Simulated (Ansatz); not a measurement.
Isolated molecules relaxed with PBE0-D4/def2-TZVP in Ansatz; ΔE leaves out vibrations. CCSD(T)/CBS adds triple-zeta CCSD(T) − MP2 to the extrapolated MP2 energy (def2 sets, frozen cores). Each species was taken in one conformer, which may not be the lowest.

Consider the formal exchange of groups at the Al–C bond: `CC1=[C]([AlH2])N1` + `O[SiH](O)CF` → `O[SiH]([AlH2])CF` + `CC1=C(O)N1`.

```json
{"species": "`CC1=[C]([AlH2])N1`", "CCSD(T)/CBS(def2) energy (Eh)": "-414.36159"}
{"species": "`O[SiH](O)CF`", "CCSD(T)/CBS(def2) energy (Eh)": "-580.37545"}
{"species": "`O[SiH]([AlH2])CF`", "CCSD(T)/CBS(def2) energy (Eh)": "-747.72892"}
{"species": "`CC1=C(O)N1`", "CCSD(T)/CBS(def2) energy (Eh)": "-246.90912"}
```

(1) Work out ΔE.

Largest T1 diagnostic among the species: 0.013.

Answers

(1) ΔE = (-747.72892) + (-246.90912) − (-414.36159) − (-580.37545) = 0.09900 Eh = +2.69 eV.

From PBE to PBE0 (25 % exact exchange), in def2-TZVPP and without D4, ΔE moves by +0.11 eV.
